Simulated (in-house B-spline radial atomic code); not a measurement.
**How G0W0 and RPA depend on the start: As4+**

Configuration [Ar] 3d10 4s1, highest spin. Computed with a B-spline radial code for spherical atoms: all electrons, scalar-relativistic (spin-free one-electron X2C), finite nucleus, each spin shell either full or empty, empty states to l = 9 with an (l + 1/2)⁻⁴ tail; G0W0 by contour deformation at full frequency.

RPA overbinds a lone outer s electron by self-correlation, and G0W0 tends to as well.

| start | mean-field 4s up (eV) | G0W0 (eV) | QP weight | RPA correlation (Eh) |
| --- | --- | --- | --- | --- |
| Hartree-Fock | -61.81 | -63.28 | 0.983 | -2.0289 |
| LDA VWN5 | -58.16 | -63.90 | 0.969 | -2.2201 |
| PBE | -57.75 | ? | ? | ? |
| PBE0 | -58.92 | -63.67 | 0.973 | -2.1633 |
| r2SCAN | -58.09 | -63.75 | 0.971 | -2.1811 |
| HSE06 | -58.66 | -63.71 | 0.972 | -2.1671 |
| B3LYP (VWN-RPA) | -59.00 | -63.74 | 0.972 | -2.1758 |
| SCAN | -58.31 | -63.76 | 0.971 | -2.18 |
| TPSS | -57.58 | -63.83 | 0.969 | -2.2054 |
| BHandHLYP | -60.23 | -63.56 | 0.977 | -2.117 |
| CAM-B3LYP | -60.76 | ? | ? | ? |
| LC-wPBE | -62.16 | -63.68 | 0.979 | -2.1624 |
| wB97X | -61.28 | -63.59 | 0.979 | -2.149 |
| PBEsol | -57.77 | -63.85 | 0.969 | -2.2168 |
| BLYP | -57.91 | -63.88 | 0.969 | -2.2179 |
| r2SCAN0 | -59.24 | -63.62 | 0.975 | -2.1404 |
| LDA exchange-only | -57.07 | -63.94 | 0.969 | -2.2205 |

**Question.** What G0W0 level, weight and RPA correlation energy follow from the PBE start?

**Answer.** G0W0 level -63.84 eV, weight 0.969, RPA correlation -2.2155 hartree.

**Question.** What G0W0 level, weight and RPA correlation energy follow from the CAM-B3LYP start?

**Answer.** G0W0 level -63.69 eV, weight 0.977, RPA correlation -2.158 hartree.

**Question.** How much of the dependence on the start does G0W0 remove?

**Answer.** The mean-field levels span 5.09 eV and the G0W0 levels 0.662 eV. Against 62.77 ± 0.06 eV (NIST, measured) the G0W0 removal energies are off by +0.51 to +1.17 eV, with spin-orbit coupling, Breit and QED terms left out.
